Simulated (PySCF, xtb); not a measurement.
C2H8AsB, SMILES CB(C)[AsH2].

GFN2-xTB (xtb) at its own geometry gives an orbital gap of 3.42 eV and a dipole moment of 1.91 D.

Coordinates come from a PBE0-D3(BJ)/def2-SVP optimisation. This is a generated structure with no PubChem entry under its InChIKey; it may be hypothetical.

Problem. What does M06-2X/def2-TZVP in PySCF give? (Estimate from the structure and the level; the computed values follow.)

Solution. gap 7.89 eV (levels -7.95 and -0.06 eV), dipole 1.31 D.
